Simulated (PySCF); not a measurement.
CH$_{2}$ (SMILES [CH2]), singlet, at a GFN2-xTB geometry; B3LYP/6-31G* (PySCF).

Here is a job for PySCF.
```python
from pyscf import gto, scf, dft

mol = gto.M(
    atom='''
C     0.00106484    0.16389984    0.01623868
H    -0.88481843   -0.48695954   -0.03874538
H     0.87842936   -0.49643949   -0.05868670
''',
    basis='6-31g*',
    verbose=5,
)

mf = dft.RKS(mol)
mf.xc = 'b3lyp'
mf.grids.level = 2
mf.kernel()
mf.analyze()
```

**Question.** Write the output that PySCF gives for this input, abridged.

**Answer.** 
```
PySCF version 2.14.0

[INPUT] verbose = 5
[INPUT] max_memory = 4000
[INPUT] num. atoms = 3
[INPUT] num. electrons = 8
[INPUT] charge = 0
[INPUT] spin (= nelec alpha-beta = 2S) = 0
[INPUT] symmetry False subgroup None
[INPUT] Mole.unit = angstrom
[INPUT] Symbol           X                Y                Z      unit          X                Y                Z       unit  Magmom
[...]
[INPUT] ---------------- BASIS SET ----------------
[INPUT] l, kappa, [nprim/nctr], expnt,             c_1 c_2 ...
[INPUT] H
[...]
                                2.8253937         0.23472695
                                0.6401217         0.81375733
[...]
[INPUT] C
[...]
                                457.36951         0.0140373
                                103.94869         0.0688426
                                29.210155         0.2321844
                                9.286663          0.4679413
                                3.163927          0.362312
[...]
                                1.8812885         -0.1608542
                                0.5442493         1.1434564
[...]
                                1.8812885         0.316424
                                0.5442493         0.7443083
[...]
nuclear repulsion = 6.06952480233898
number of shells = 10
number of NR pGTOs = 35
number of NR cGTOs = 18
basis = 6-31g*
ecp = {}

******** <class 'pyscf.dft.rks.RKS'> ********
method = RKS
initial guess = minao
damping factor = 0
level_shift factor = 0
DIIS = <class 'pyscf.scf.diis.CDIIS'>
diis_start_cycle = 1
diis_space = 8
diis_damp = 0
SCF conv_tol = 1e-09
SCF conv_tol_grad = None
SCF max_cycles = 50
direct_scf = True
direct_scf_tol = 1e-13
XC library pyscf.dft.libxc version 7.1.2
    S. Lehtola, C. Steigemann, M. J. T. Oliveira, and M. A. L. Marques,  SoftwareX 7, 1–5 (2018)
XC functionals = b3lyp
    P. J. Stephens, F. J. Devlin, C. F. Chabalowski, and M. J. Frisch,  J. Phys. Chem. 98, 11623 (1994)
radial grids:
    Treutler-Ahlrichs [JCP 102, 346 (1995); DOI:10.1063/1.469408] (M4) radial grids

becke partition: Becke, JCP 88, 2547 (1988); DOI:10.1063/1.454033
pruning grids: <function nwchem_prune>
grids dens level: 2
symmetrized grids: False
atomic radii adjust function: <function treutler_atomic_radii_adjust>
small_rho_cutoff = 0
Set gradient conv threshold to 3.16228e-05
Initial guess from minao.
atom C rad-grids = 60, ang-grids = [ 50  50  50  50  50  50  50  50  50  50  50  50  50  50  50  50  50  50
  86  86  86  86  86  86  86  86 266 266 266 266 266 302 302 302 302 302
 302 302 302 302 302 302 302 302 302 302 302 266 266 266 266 266 266 266
 266 266 266 266 266 266]
atom H rad-grids = 40, ang-grids = [ 50  50  50  50  50  50  50  50  50  50  50  50  86  86  86 170 170 170
 170 194 194 194 194 194 194 194 194 194 194 194 170 170 170 170 170 170
 170 170 170 170]
tot_boxes 1080, boxes in each direction [10  8  7]
Padding 0 grids
tot grids = 21952
nelec by numeric integration = 7.994581410612759
E1 = -63.43929308815902  E2 = 18.37686400747566  Ecoul = 24.336764176170785  Exc = -5.9599001686951265
init E= -38.9929042783444
cond(S) = 103.11197668502606
[...]
  mo_energy =
[-10.25821453  -0.71645396  -0.41447204  -0.24898496  -0.17486613
   0.10368011   0.14382586   0.51087383   0.5292743    0.532113
   0.7122636    0.82856154   0.89313492   1.62110249   1.62762606
   1.64766234   1.96268605   2.17930735]
nelec by numeric integration = 8.00000009552748
E1 = -63.835251998921294  E2 = 18.642590385085516  Ecoul = 24.726282301995035  Exc = -6.083691916909519
cycle= 1 E= -39.1231368114968  delta_E= -0.13  |g|= 0.104  |ddm|= 1.36
[...]
  mo_energy =
[-10.2099364   -0.66437908  -0.41250906  -0.21671431  -0.10974288
   0.1182998    0.17234333   0.54593185   0.56390888   0.58412017
   0.73489597   0.87013753   0.91895963   1.67179397   1.69359298
   1.69840978   2.01396194   2.24396204]
nelec by numeric integration = 8.000000072035885
E1 = -63.649945279621996  E2 = 18.45507424646001  Ecoul = 24.51062074060374  Exc = -6.055546494143731
cycle= 2 E= -39.125346230823  delta_E= -0.00221  |g|= 0.0456  |ddm|= 0.213
[...]
  mo_energy =
[-10.24962069  -0.67206963  -0.41938602  -0.23585572  -0.12353679
   0.11659479   0.16668946   0.53761268   0.55015901   0.570124
   0.73000603   0.86212822   0.91383895   1.65512781   1.67553229
   1.68119957   1.99831795   2.22917115]
nelec by numeric integration = 8.000000088290863
E1 = -63.77959293348838  E2 = 18.58417784793817  Ecoul = 24.65723502686201  Exc = -6.07305717892384
cycle= 3 E= -39.1258902832112  delta_E= -0.000544  |g|= 0.0153  |ddm|= 0.0745
[...]
  mo_energy =
[-10.23697566  -0.66781043  -0.41621383  -0.23227199  -0.11929032
   0.11819559   0.16844611   0.5398282    0.55442671   0.57336196
   0.73229225   0.8649812    0.91703172   1.66003108   1.68037433
   1.68616978   2.00269961   2.23349806]
nelec by numeric integration = 8.000000082866674
E1 = -63.74093183115322  E2 = 18.545446704104368  Ecoul = 24.612997728107118  Exc = -6.06755102400275
cycle= 4 E= -39.1259603247099  delta_E= -7e-05  |g|= 0.000916  |ddm|= 0.0191
[...]
  mo_energy =
[-10.23767697  -0.66827815  -0.41665023  -0.23255787  -0.11961416
   0.11795785   0.16822619   0.53958734   0.55414605   0.57309659
   0.73198614   0.8646326    0.91666428   1.6596266    1.67993238
   1.68577617   2.00231436   2.23305228]
nelec by numeric integration = 8.000000083195234
E1 = -63.7430325548614  E2 = 18.547547178075906  Ecoul = 24.61544198479147  Exc = -6.0678948067155645
cycle= 5 E= -39.1259605744465  delta_E= -2.5e-07  |g|= 3.8e-05  |ddm|= 0.000991
[...]
  mo_energy =
[-10.23764276  -0.66825123  -0.41662398  -0.23254146  -0.11959797
   0.11797426   0.16824419   0.53960131   0.55416086   0.57310898
   0.73200657   0.86466044   0.91668801   1.65964854   1.67995609
   1.68579556   2.00233824   2.23307946]
nelec by numeric integration = 8.000000083195893
E1 = -63.74296079307378  E2 = 18.547475415742976  Ecoul = 24.615355339295633  Exc = -6.067879923552655
cycle= 6 E= -39.1259605749918  delta_E= -5.45e-10  |g|= 3.61e-06  |ddm|= 6.1e-05
[...]
  mo_energy =
[-10.23764166  -0.66825126  -0.4166244   -0.23254013  -0.11959711
   0.11797374   0.16824406   0.53960166   0.55416165   0.57311
   0.73200615   0.86466005   0.91668771   1.65964935   1.67995742
   1.68579667   2.00233895   2.23308007]
nelec by numeric integration = 8.000000083196863
E1 = -63.742951719776826  E2 = 18.547466342441723  Ecoul = 24.615345289883148  Exc = -6.067878947441423
Extra cycle  E= -39.1259605749961  delta_E= -4.31e-12  |g|= 2.05e-06  |ddm|= 7.82e-06
converged SCF energy = -39.1259605749961
**** SCF Summaries ****
Total Energy =                         -39.125960574996121
Nuclear Repulsion Energy =               6.069524802338981
One-electron Energy =                  -63.742951719776826
Two-electron Energy =                   18.547466342441723
Two-electron Coulomb Energy =           24.615345289883148
DFT Exchange-Correlation Energy =       -6.067878947441423
HOMO-LUMO gap [eV] =                     3.073335910417644
**** MO energy ****
[...]
 ** MO coefficients (expansion on meta-Lowdin AOs) **
               #1        #2        #3        #4        #5
0 C 1s           0.99997  -0.00190   0.00000  -0.00017   0.00000
0 C 2s           0.00350   0.73594  -0.00000   0.47442  -0.00000
0 C 3s          -0.00566  -0.02897  -0.00000   0.06059  -0.00000
0 C 2px         -0.00001  -0.00160   0.73384   0.00548   0.01064
0 C 2py         -0.00191  -0.24598  -0.00395   0.84420  -0.09791
0 C 2pz         -0.00019  -0.02437  -0.00830   0.08364   0.98752
0 C 3px          0.00000   0.00019  -0.07044   0.00025   0.00129
0 C 3py          0.00072   0.02910   0.00038   0.03786  -0.01183
0 C 3pz          0.00007   0.00288   0.00080   0.00375   0.11936
0 C 3dxy        -0.00000  -0.00004  -0.05142  -0.00031  -0.00027
0 C 3dyz         0.00010   0.00348   0.00061  -0.00639  -0.02609
0 C 3dz^2       -0.00076  -0.02435   0.00010   0.02431  -0.00452
0 C 3dxz        -0.00002  -0.00054  -0.00509   0.00020  -0.00020
0 C 3dx2-y2      0.00033   0.00747  -0.00061   0.02173  -0.00261
1 H 1s          -0.00147   0.44062  -0.47531  -0.15647   0.00000
1 H 2s           0.00051  -0.05759   0.03096   0.00397   0.00000
2 H 1s          -0.00147   0.44062   0.47531  -0.15647   0.00000
2 H 2s           0.00051  -0.05759  -0.03096   0.00397   0.00000
               #6        #7        #8        #9        #10
0 C 1s          -0.00247   0.00000  -0.00000  -0.00000   0.00009
0 C 2s           0.37595  -0.00000   0.00000  -0.00000  -0.02038
0 C 3s           0.08437  -0.00000  -0.00000   0.00000   0.16764
0 C 2px         -0.00243  -0.57685   0.09363  -0.00128  -0.00036
0 C 2py         -0.37451   0.00310  -0.00050   0.01180  -0.05545
0 C 2pz         -0.03711   0.00652  -0.00106  -0.11906  -0.00549
0 C 3px         -0.00083  -0.18708   0.87710   0.01064   0.00627
0 C 3py         -0.12698   0.00101  -0.00472  -0.09792   0.96529
0 C 3pz         -0.01258   0.00212  -0.00992   0.98784   0.09561
0 C 3dxy         0.00011   0.03551   0.24191   0.00013  -0.00027
0 C 3dyz         0.00429  -0.00042  -0.00286   0.01234   0.01333
0 C 3dz^2       -0.02152  -0.00007  -0.00047   0.00214  -0.09946
0 C 3dxz        -0.00034   0.00352   0.02395   0.00009  -0.00232
0 C 3dx2-y2     -0.00561   0.00042   0.00287   0.00124   0.03923
1 H 1s          -0.46095  -0.45491  -0.02444  -0.00000  -0.03887
1 H 2s          -0.36617  -0.32941  -0.28417  -0.00000  -0.07991
2 H 1s          -0.46095   0.45491   0.02444  -0.00000  -0.03887
2 H 2s          -0.36616   0.32941   0.28417  -0.00000  -0.07991
               #11       #12       #13       #14       #15
0 C 1s           0.00280  -0.00000   0.00603  -0.00000   0.00000
0 C 2s           0.15981  -0.00000  -0.25377  -0.00000   0.00272
0 C 3s           0.73067  -0.00000   0.62870  -0.00000   0.01900
0 C 2px         -0.00119   0.34454   0.00126   0.00000  -0.00027
0 C 2py         -0.18253  -0.00185   0.19426   0.00000  -0.04153
0 C 2pz         -0.01808  -0.00390   0.01925   0.00000  -0.00411
0 C 3px         -0.00030  -0.41461  -0.00102  -0.00000   0.00002
0 C 3py         -0.04591   0.00223  -0.15742   0.00000   0.00343
0 C 3pz         -0.00455   0.00469  -0.01560  -0.00000   0.00034
0 C 3dxy         0.00133   0.19351  -0.00027  -0.09871  -0.01147
0 C 3dyz        -0.02674  -0.00229   0.00210  -0.00423  -0.15994
0 C 3dz^2        0.24166  -0.00038  -0.02787  -0.01949   0.40487
0 C 3dxz         0.00631   0.01916  -0.00084   0.99486  -0.00309
0 C 3dx2-y2     -0.15170   0.00230   0.02734   0.01019   0.89874
1 H 1s          -0.10046   0.25219   0.23582  -0.00000  -0.00743
1 H 2s           0.38888  -0.52169  -0.42686   0.00000   0.01408
2 H 1s          -0.10046  -0.25219   0.23582   0.00000  -0.00743
2 H 2s           0.38888   0.52169  -0.42686  -0.00000   0.01408
               #16       #17       #18
0 C 1s          -0.00000   0.00019  -0.00000
0 C 2s          -0.00000  -0.04002   0.00000
0 C 3s          -0.00000  -0.17534   0.00000
0 C 2px          0.00030   0.00020  -0.03297
0 C 2py         -0.00275   0.03060   0.00018
0 C 2pz          0.02779   0.00303   0.00037
0 C 3px         -0.00010   0.00074  -0.13665
0 C 3py          0.00092   0.11467   0.00073
0 C 3pz         -0.00926   0.01136   0.00155
0 C 3dxy         0.01003   0.00302   0.94347
0 C 3dyz         0.98007  -0.10924  -0.01117
0 C 3dz^2        0.16979   0.85798  -0.00183
0 C 3dxz         0.00748   0.02070   0.09341
0 C 3dx2-y2      0.09807  -0.39565   0.01120
1 H 1s           0.00000   0.04033  -0.05425
1 H 2s          -0.00000  -0.15023   0.19395
2 H 1s           0.00000   0.04034   0.05425
2 H 2s          -0.00000  -0.15023  -0.19395
 ** Mulliken pop on meta-lowdin orthogonal AOs  **
 ** Mulliken pop  **
[...]
 ** Mulliken atomic charges  **
charge of    0C =     -0.20463
charge of    1H =      0.10232
charge of    2H =      0.10232
Dipole moment(X, Y, Z, Debye): -0.01236, -1.90320, -0.18857
```
